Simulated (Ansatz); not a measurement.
Breaking a bond: ClMg (cation, charge +1), lowest singlet found (which spin is the ground state isn't settled by this scan).

- RKS-PBE = Ansatz (a program for electronic structure) with restricted PBE/cc-pVDZ
- UKS-PBE = Ansatz with unrestricted PBE/cc-pVDZ
- UKS-CAM-B3LYP = unrestricted CAM-B3LYP/cc-pVDZ run with Ansatz
- FCI = full CI/cc-pVDZ, frozen core run with Ansatz

Energies relative to the lowest point of each curve between 1.76 and 2.60 Å, where full CI is lowest, in kcal/mol; the last columns give the error against full CI:

```csv
R / Å,RKS-PBE,UKS-PBE,UKS-CAM-B3LYP,FCI,RKS-PBE − FCI,UKS-PBE − FCI,UKS-CAM-B3LYP − FCI
1.76,44.2,44.2,41.5,46.1,-2.0,-2.0,-4.7
1.91,12.9,12.9,11.4,13.3,-0.4,-0.4,-2.0
2.01,3.3,3.3,2.7,3.4,-0.1,-0.1,-0.7
2.09,0.0,0.0,0.0,0.0,0.0,0.0,0.0
2.22,0.1,0.1,1.2,0.3,-0.2,-0.2,0.9
2.32,3.1,3.1,5.2,3.7,-0.6,-0.6,1.4
2.39,6.3,6.3,8.9,7.2,-0.9,-0.9,1.7
2.47,10.5,10.5,13.9,11.9,-1.4,-1.4,2.0
2.55,15.2,15.2,19.3,16.9,-1.8,-1.8,2.4
2.60,18.2,18.2,22.8,20.2,-2.0,-2.0,2.6
2.73,26.2,26.2,32.1,28.8,-2.5,-2.5,3.3
2.91,37.0,36.8,44.4,39.6,-2.6,-2.8,4.8
3.08,46.2,45.4,52.8,48.0,-1.8,-2.6,4.8
3.29,56.1,54.0,59.0,55.4,0.7,-1.3,3.6
```

RKS-PBE is furthest from FCI at 2.91 (-2.6 kcal/mol, below); its mean absolute error over the points is 1.2 kcal/mol.

UKS-PBE is furthest from FCI at 2.91 (-2.8 kcal/mol, below); its mean absolute error over the points is 1.3 kcal/mol.

UKS-CAM-B3LYP is furthest from FCI at 3.08 (4.8 kcal/mol, above); its mean absolute error over the points is 2.5 kcal/mol.

The scan ran from 1.76 to 8.28 Å; beyond the distances shown full CI changes its symmetry label. The restricted form behind RKS-PBE keeps the bonding electrons paired and can't separate into open-shell fragments. The unrestricted determinant behind UKS-PBE is spin-contaminated at 2.91 to 3.29 Å (<S²> up to 0.5, against 0.00 for a pure singlet). The unrestricted determinant behind UKS-CAM-B3LYP is spin-contaminated at 2.91 to 3.29 Å (<S²> up to 0.8, against 0.00 for a pure singlet).
